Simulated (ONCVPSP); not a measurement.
Reading a pseudo-wave (boron (B))

Columns: radius, all-electron u(r) and pseudo u(r) of the 2p shell (level -3.84 eV) of boron in the configuration [He] 2s1.5 2p1.5; PBE, scalar-relativistic, ONCV scheme, ONCVPSP 4.0.1.

```tsv
r (bohr)	all-electron	pseudo
0.163	0.0634	0.0182
0.325	0.1797	0.0701
0.488	0.2983	0.1501
0.650	0.4000	0.2480
0.813	0.4814	0.3541
0.975	0.5437	0.4562
1.138	0.5882	0.5461
1.300	0.6156	0.6157
1.463	0.6289	0.6624
1.625	0.6305	0.6850
1.788	0.6230	0.6860
1.950	0.6086	0.6696
2.113	0.5890	0.6408
2.275	0.5659	0.6049
2.438	0.5403	0.5661
2.600	0.5134	0.5281
2.763	0.4857	0.4924
2.925	0.4580	0.4602
3.088	0.4306	0.4309
3.250	0.4039	0.4039
3.413	0.3780	0.3780
3.575	0.3533	0.3533
3.738	0.3296	0.3296
3.900	0.3072	0.3072
4.063	0.2859	0.2859
4.225	0.2660	0.2660
```

Q: How many radial nodes do the two functions have?

A: The all-electron 2p function has n − l − 1 = 0; the pseudo-wave has 0.

Q: At about which radius was the pseudo-wave matched?

A: 3.25 bohr, where the columns begin to agree (steps of 0.16 bohr).

Q: Is the pseudo-wave norm-conserving?

A: Yes: the ONCV scheme keeps the norm inside the radius equal to the all-electron one, which fixes the energy derivative of the logarithmic derivative at the level.
